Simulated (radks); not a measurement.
Hf40+, configuration [Ar] 3d10 4s2 4p2. Calculated with a radial shooting solver on a logarithmic mesh with Libxc functionals: scalar-relativistic Kohn-Sham, BLYP, spin-polarised, spherical densities, finite nucleus; open shells are filled with parallel spins first (spin-orbit coupling, left out, can overturn this in heavy ions); Fermi nuclear charge, rms radius 5.347 fm.

Radial electron density D(r) = 4 pi r^2 rho(r):

```
   r/bohr * D(r) (the largest magnitude, 130, reaches the edge; | marks zero)
0.0009966 |  *
 0.001124 |  *
 0.001267 |   *
 0.001429 |    *
 0.001611 |     *
 0.001816 |      *
 0.002048 |       *
 0.002309 |         *
 0.002603 |           *
 0.002935 |             *
 0.003309 |               *
 0.003731 |                 *
 0.004207 |                    *
 0.004743 |                       *
 0.005348 |                          *
 0.006029 |                             *
 0.006798 |                                *
 0.007665 |                                  *
 0.008642 |                                     *
 0.009744 |                                       *
  0.01099 |                                        *
  0.01239 |                                        *
  0.01397 |                                        *
  0.01575 |                                        *
  0.01775 |                                      *
  0.02002 |                                     *
  0.02257 |                                    *
  0.02545 |                                   *
  0.02869 |                                    *
  0.03235 |                                      *
  0.03648 |                                          *
  0.04113 |                                              *
  0.04637 |                                                  *
  0.05228 |                                                     *
  0.05895 |                                                      *
  0.06646 |                                                    *
  0.07494 |                                                 *
  0.08449 |                                            *
  0.09526 |                                        *
   0.1074 |                                       *
   0.1211 |                                        *
   0.1365 |                                           *
    0.154 |                                              *
   0.1736 |                                              *
   0.1957 |                                          *
   0.2207 |                                  *
   0.2488 |                         *
   0.2805 |                 *
   0.3163 |            *
   0.3566 |         *
   0.4021 |       *
   0.4533 |     *
   0.5111 |   *
   0.5763 | *
   0.6498 |*
   0.7326 *
    0.826 *
   0.9314 *
     1.05 *
    1.184 *
```

D(r) has 3 maxima, at r = 0.0128, 0.0580, 0.164 bohr, and minima at 0.0250, 0.108 bohr, inside which lie 1.93, 11.09 electrons.
